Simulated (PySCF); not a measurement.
## 17O chemical shifts

In vacuum, non-relativistic Hamiltonian, single conformer, averaged over atoms made equivalent by symmetry, fast rotation or ring inversion. GIAO PBE0/pcSseg-1 shieldings; geometry from GFN2-xTB; PySCF 2.14.0 with density-fitted response routines.

Shieldings were converted by a linear fit to measured shifts: 17O: δ = 266.70 − 0.911σ (rms 10.7 ppm, 155 shifts, 12.2 ppm with the 3 outliers that the fit left out vs liquid water, solution or neat liquid). Occasional misses reach two or three times the rms, and more in compound classes unlike the fitted ones.

(1) Give the 17O shifts of `O=C(F)c1ccc(C(=O)F)cc1`, `CC[C@H](O)C1=C(F)C1`.

(2) Order these by 17O shift, lowest first.
A. CC[C@H](O)C(F)(F)F
B. O=C(F)c1ccc(C(=O)F)cc1
C. O=C1CCCC[C@H]1F
D. C=C(C(Cl)(Cl)Cl)S(C)(=O)=O

## Answers

(1) 
| compound | environment | δ (ppm) |
| --- | --- | --- |
| O=C(F)c1ccc(C(=O)F)cc1 | carbonyl oxygen (×2) | 363.7 |
| CC[C@H](O)C1=C(F)C1 | alcohol oxygen | 4.1 |

(2) A (-1.5 ppm, alcohol oxygen), D (157.8 ppm, S=O oxygen), B (363.7 ppm, carbonyl oxygen), C (571.7 ppm, ketone oxygen).
